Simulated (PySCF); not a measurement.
Solvent effects on NMR parameters

Atom-mapped SMILES (the numbers label the heavy atoms): `[CH3:1][P@@:2](=[O:3])([PH2:4])[c:5]1[cH:6][cH:7][cH:8][s:9]1`; H(Xn) means a hydrogen on atom n.

GIAO PBE0/pcSseg-1 in PySCF on one PBE0-D3(BJ)/def2-SVP conformer, non-relativistic, equivalent nuclei averaged. Solvents enter as an IEF-PCM continuum (cyclohexane with ε = 2.0, benzene with ε = 2.3) around the gas-phase geometry. Shifts are referred to TMS, CS2 computed in the same medium.

Gas phase, δ in ppm: C5 149.6, C6 143.0, C8 140.2, C7 132.3, C1 25.9, S9 220.1, H(C6) 7.91, H(C8) 7.48, H(C7) 7.15, H(P4) 3.07, H(C1) 1.66. Dipole moment 4.08 D.

Problem. How does each δ change in the continuum?

Solution. 
```
atoms                                          environment  Δδ, cyclohexane  Δδ, benzene
   C5  substituted aromatic carbon next to the ring sulfur             +0.2         +0.2
   C6                                          aromatic CH             +0.2         +0.2
   C8                  aromatic CH next to the ring sulfur             +1.4         +1.6
   C7                                          aromatic CH             +0.6         +0.7
   C1                            methyl carbon bonded to P             +0.3         +0.4
   S9                                 aromatic ring sulfur             +1.4         +1.7
H(C6)                           hydrogen on an aromatic CH            -0.01        -0.01
H(C8)   hydrogen on an aromatic CH next to the ring sulfur            +0.16        +0.19
H(C7)                           hydrogen on an aromatic CH            +0.09        +0.11
H(P4)                 hydrogen on a phosphorus bonded to P            +0.11        +0.13
H(C1)              hydrogen on a methyl carbon bonded to P            +0.09        +0.10
```

Changes are relative to the gas phase. The dipole moment becomes 4.62 D in cyclohexane, 4.71 D in benzene.

Problem. Which of the listed nuclei move most (in ppm), and what does the model miss? (N and O are left out, as their reference compounds move with the solvent too.)

Solution. C8 (aromatic CH next to the ring sulfur, +1.6 ppm) and S9 (aromatic ring sulfur, +1.7 ppm) in benzene. A continuum only polarises the solute; specific hydrogen bonds, the anisotropy of aromatic solvents and changes of geometry or conformer are outside it.
